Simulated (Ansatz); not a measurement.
Abridged output of a molecular run in Ansatz:

```
Functional definition: HF
1589 factors; integrals over basis functions are off by at most 1.7e-3 eV
mean field evaluation 1: about -29094.1021 eV, gradient 2.7e1 eV
mean field evaluation 2: about -29094.3549 eV, gradient 2.8e1 eV
mean field evaluation 4: about -29096.9314 eV, gradient 4.2e0 eV
mean field evaluation 8: about -29096.9973 eV, gradient 3.0e-1 eV
mean field evaluation 16: about -29096.9979 eV, gradient 2.6e-6 eV
mean field -29096.99785405 eV, -1069.2949484828 hartree, gradient 2.6e-6 eV, S^2 0.000000; 0 other end points of the search recorded, 0 dependent functions left out
17 core orbitals not correlated: weight in the atoms' cores, before any rotation towards them, 1.000 or more for the frozen orbitals, at most 0.000 for the correlated occupied ones
reference -29096.99785405 eV, -1069.2949484828 hartree; 15, 15 occupied and 240, 240 virtual orbitals, 1589 factors
second order -21.74383721 eV of doubles, -0.00000000 eV of singles
cycle   1  -22.64136304 eV  change   -9.0e-1 eV  update   1.1e-1
cycle   2  -23.23672413 eV  change   -6.0e-1 eV  update   3.4e-2
cycle   3  -23.36784122 eV  change   -1.3e-1 eV  update   1.8e-2
cycle   4  -23.35745166 eV  change    1.0e-2 eV  update   4.2e-3
cycle   5  -23.35474600 eV  change    2.7e-3 eV  update   1.9e-3
cycle   6  -23.35506034 eV  change   -3.1e-4 eV  update   6.0e-4
cycle   7  -23.35476330 eV  change    3.0e-4 eV  update   2.4e-4
cycle   8  -23.35469303 eV  change    7.0e-5 eV  update   8.2e-5
cycle   9  -23.35473354 eV  change   -4.1e-5 eV  update   3.6e-5
cycle  10  -23.35474148 eV  change   -7.9e-6 eV  update   1.2e-5
perturbative correction -0.87686303 eV, -0.0322241222 hartree
Total energy: -29121.22945857 eV, -1070.1854435240 hartree
```

Its atoms:

Z-matrix (Å, degrees):
```
C
Si 1 1.888
Al 1 1.981 2 114.4
F 1 1.414 2 109.2 3 123.1
H 1 1.100 2 107.3 3 -121.0
H 2 1.489 1 107.0 3 61.1
H 2 1.487 1 110.1 3 -57.1
H 2 1.486 1 111.7 3 -178.6
S 3 2.172 1 116.5 2 117.8
H 3 1.579 1 122.7 2 -61.3
H 9 1.347 3 91.2 1 1.2
```

(1) Which basis set was used?
A. def2-TZVPPD
B. def2-TZVPP
C. cc-pV(D+d)Z
D. cc-pV(Q+d)Z

(2) Write the keys of the input that set method, charge and spin (a neutral closed shell needs none for the last two).

## Answers

(1) B. It gives 272 functions.

(2) 
```yaml
correlation: {method: ccsd_t}
```
